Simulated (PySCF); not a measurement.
BrHg, charge +1. Atoms are numbered in the order given.

```xyz
2

Hg     0.0000     0.0000    -0.7232
Br     0.0000     0.0000     1.6530
```
Charge +1, spin multiplicity 1.

Coordinates come from a PBE0-D3(BJ)/def2-TZVP optimisation. The spin state was assumed, not searched. The def2 effective core potentials stand for the cores of Hg; spin–orbit coupling is left out.

Level of theory: HF/def2-TZVPD (PySCF).

The molecule is in vacuum.

Q: Estimate the frontier levels, gap, dipole moment and polarisability. (Estimate from the structure and the level; the computed values follow.)

A: 
```
Property                                                           Value
------------------------------------------------  ----------------------
highest occupied level                                         -16.81 eV
lowest empty level                                              -7.74 eV
orbital gap                                                      9.07 eV
dipole moment about the centre of nuclear charge                  4.69 D
mean static polarisability                          43.4 bohr³ (6.43 Å³)
polarisability, principal values                  32.2, 32.2, 65.9 bohr³
```
